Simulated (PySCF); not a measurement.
## Electron correlation in Se⁺ (selenium, charge +1)

[Ar] 3d10 4s2 4p3, high-spin 4S determinant. Computed with PySCF 2.14 in x2c-TZVPall (6s5p4d1f, 48 functions), with the spin-free X2C one-electron Hamiltonian (Gaussian nucleus). Frozen: [Ar] 3d10; 5 electrons correlated.

MP2 pair energies summed by pair of shells (mhartree):

```csv
pair,energy,share (%)
4s-4p,-49.80,66.2
4p-4p,-16.51,21.9
4s-4s,-8.94,11.9
```

Total MP2 correlation energy: -75.25 mhartree.

Same-spin part -19.89 and opposite-spin part -55.36 mhartree; SCS-MP2 scales them by 1/3 and 6/5 to -73.07 mhartree.

```
  level  correlation energy (mhartree)
   CCSD                         -89.66
    (T)                          -2.54
CCSD(T)                         -92.20
```

Diagnostics: T1 = 0.0020, D1 = 0.0049, largest double amplitude 0.051.

Cost of the coupled-cluster step: 0.58 s of wall time on 1 thread of Neoverse-V1 (shared host), for 5 correlated electrons.

Iterations:

```
CC2 = 0
CCSD nocc = (np.int64(4), np.int64(1)), nmo = (34, 34)
frozen orbitals [[0, 1, 2, 3, 4, 5, 6, 7, 8, 9, 10, 11, 12, 13], [0, 1, 2, 3, 4, 5, 6, 7, 8, 9, 10, 11, 12, 13]]
max_cycle = 100
direct = 0
conv_tol = 1e-08
conv_tol_normt = 1e-06
diis_space = 8
diis_start_cycle = 0
Init t2, MP2 energy = -0.075252761233942
Init E_corr(UCCSD) = -0.0752527612682577
cycle = 1  E_corr(UCCSD) = -0.0868115374210816  dE = -0.0115587762  norm(t1,t2) = 0.0333513
cycle = 2  E_corr(UCCSD) = -0.0889311352798577  dE = -0.00211959786  norm(t1,t2) = 0.00869301
cycle = 3  E_corr(UCCSD) = -0.0896715487466005  dE = -0.000740413467  norm(t1,t2) = 0.00292045
cycle = 4  E_corr(UCCSD) = -0.089656735752475  dE = 1.48129941e-05  norm(t1,t2) = 0.000375886
cycle = 5  E_corr(UCCSD) = -0.089656109850334  dE = 6.25902141e-07  norm(t1,t2) = 3.39042e-05
cycle = 6  E_corr(UCCSD) = -0.0896560180809658  dE = 9.17693682e-08  norm(t1,t2) = 5.34743e-06
cycle = 7  E_corr(UCCSD) = -0.0896560808801242  dE = -6.27991584e-08  norm(t1,t2) = 1.08353e-06
cycle = 8  E_corr(UCCSD) = -0.0896560589521341  dE = 2.192799e-08  norm(t1,t2) = 1.09714e-07
cycle = 9  E_corr(UCCSD) = -0.0896560614677721  dE = -2.51563798e-09  norm(t1,t2) = 1.81714e-08
UCCSD converged
E(UCCSD) = -2427.842102348034  E_corr = -0.08965606146777212
UCCSD(T) correction = -0.00253772585873269
```
